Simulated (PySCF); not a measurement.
## Working out the ionisation energy of Fe⁺

Fe⁺ [Ar] 3d6 4s1 (6D) → Fe²⁺ [Ar] 3d6 (5D). Calculation: PySCF 2.14, in pcseg-2 (6s4p3d2f1g, 56 functions); no relativity, point nucleus. Frozen: [Ar]. Energies in hartree (1 hartree = 27.21139 eV):

```tsv
part	Fe⁺ (lower)	Fe²⁺ (upper)
UHF	-1262.196438	-1261.640335
MP2 opposite-spin	-0.049707	-0.044026
MP2 same-spin	-0.073974	-0.059169
```

Q: What does Hartree-Fock give?

A: (-1261.640335) − (-1262.196438) = 0.556103 hartree = 15.132 eV.

Q: What do MP2 and SCS-MP2 (6/5 opposite-spin, 1/3 same-spin) give?

A: The opposite-spin parts differ by 0.155 eV and the same-spin parts by 0.403 eV. MP2: 15.132 + (0.155) + (0.403) = 15.690 eV. SCS-MP2: 15.132 + 1.2 × (0.155) + (0.403)/3 = 15.452 eV.

Reference: 16.199 eV (measured; NIST Atomic Spectra Database, ionization energies), between the lowest levels; spin-orbit coupling is absent from the calculation.

The calculation is non-relativistic.

What remains against the reference includes basis incompleteness, the frozen core and correlation beyond second order.
